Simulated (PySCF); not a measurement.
## From computed data to an observable: oscillator strength and radiative lifetime

CH10OSi4, SMILES O1C[SiH2][Si@@H]([SiH3])[SiH2]1.

The structure is a stationary point at PBE0-D3(BJ)/def2-SVP. The structure was generated by enumeration; whether it is a known compound was not checked. The values are those of a single conformer.

TDA-B3LYP/def2-SVPD in PySCF 2.14.0 puts the first singlet state with f over 0.02 at 5.47 eV (vertical), with the transition dipole (-0.006, 0.337, 0.395) in atomic units.

Question: Find the oscillator strength, the wavelength and the radiative lifetime that this transition would have in vacuum if emission retraced absorption.

Answer: 
|μ|² = 0.2696 au, so |μ| = 1.32 D. ΔE = 5.47/27.211 = 0.2010 hartree. f = (2/3) ΔE |μ|² = 0.036 (the program prints 0.036).
λ = 1239.84/5.47 = 227 nm; ν = 44119 cm⁻¹.
Einstein's coefficient A = 0.6670 ν² f s⁻¹ (ν in cm⁻¹) = 4.7e7 s⁻¹, so τ = 1/A = 21 ns. This state is S2; the lower singlet has f = 0.004. The figure is the radiative limit of this one transition; relaxation, internal conversion, crossing to triplets and a medium change what is measured.
